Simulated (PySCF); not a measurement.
Structure problem from calculated spectra and properties.

Formula: C6H4S2.

- Dipole: 0.00 D [wB97X-D/def2-SVPD]
- 13C NMR: chemical shifts (computed TMS as zero) by class: 147.0 (2 C), 135.2 (2 C), 123.8 (2 C) ppm [GIAO PBE0/pcSseg-1]
- Triplet: lowest triplet excitation (Tamm–Dancoff): 3.39 eV [TDA wB97X-D/def2-SVPD]
- NMR, other nuclei: isotropic shieldings of nuclei other than C and H, by class: 325 (2 S) ppm [GIAO PBE0/pcSseg-1]
- Rotational structure: rotational constants A, B, C: 3.384, 1.336, 0.958 GHz [GFN2-xTB]
- 1H NMR: chemical shifts (computed TMS as zero) by class: 7.38 (2 H), 7.26 (2 H) ppm [GIAO PBE0/pcSseg-1]
- UV, first state: lowest singlet excitation: 5.03 eV (246 nm, f = 0.264) [TDDFT wB97X-D/def2-SVPD]

Electronic properties: PySCF, gas phase, density fitting. Levels stand in brackets. Geometry: GFN2-xTB; no solvent, vibrations or thermal averaging. NMR values are class means; diastereotopic atoms form classes of their own.

**Question.** What is the compound? Reason from the data.

**Answer.** Numbering: `[cH:1]1[cH:2][c:3]2[s:4][cH:5][cH:6][c:7]2[s:8]1`. Its formula, C6H4S2, gives 5 degrees of unsaturation: 2 rings and 3 π bonds in the structure found (Kekulé form). 6 carbons fall into 3 classes; from least to most shielded: ring-fusion aromatic carbon [C3/C7] (147.0 ppm, 2 C), aromatic CH next to a ring sulfur [C1/C5] (135.2 ppm, 2 C), aromatic CH carbon [C2/C6] (123.8 ppm, 2 C). Hydrogen classes from least to most shielded: 2 H on 2 aromatic CH carbons, C2/C6 (7.38 ppm), 2 H on 2 like atoms (aromatic CH next to a ring sulfur), C1/C5 (7.26 ppm). The other shieldings belong to: 325 ppm, thiophene-type sulfur [S4/S8]. The vanishing dipole is forced by symmetry. The optimised geometry has point group C2h and is an asymmetric top. Structure: thieno[3,2-b]thiophene, `c1cc2sccc2s1`. The assignments are read from this structure; whether some other isomer fits the data as well wasn't checked.
